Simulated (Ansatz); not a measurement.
Reaction (substitution at a C–Si bond): `C[SiH]1C=C1` + `B[SiH2]O` → `B[SiH2]OC` + `C1=C[SiH2]1`

Program: Ansatz. Geometries: PBE0-D4/def2-TZVP. ΔE: electronic, gas phase. CBS: MP2 limit from def2 TZ/QZ plus the TZ coupled-cluster correction, frozen cores. Functionals use def2-TZVPP. One conformer a species, not always the lowest.

CCSD(T)/CBS gives +23.4 kcal/mol.

Task: Another level gave +22.4 kcal/mol. Which?
A. HF/def2-TZVPP
B. SCS-MP2/def2-TZVPP
C. r2SCAN-D4/def2-TZVPP
D. BHLYP/def2-TZVPP

Result: B. SCS-MP2/def2-TZVPP 22.4, r2SCAN-D4 23.4, BHLYP 21.3, HF/def2-TZVPP 19.6 kcal/mol.

Largest T1 diagnostic among the species: 0.013.

At CCSD(T), def2-SVP lies −5.8 kcal/mol from the extrapolated value and def2-TZVPP −0.8 kcal/mol. In def2-TZVPP, CCSD(T) changes the Hartree–Fock value by +3.0 kcal/mol (the triples alone add +0.2 kcal/mol) and MP2 by +4.8 kcal/mol. Leaving LDA and LC-ωPBE aside and taking each functional with its dispersion term where it has one, the values, not all of them listed here, spread over 2.8 kcal/mol, from BLYP-D4 to PBE-QIDH.
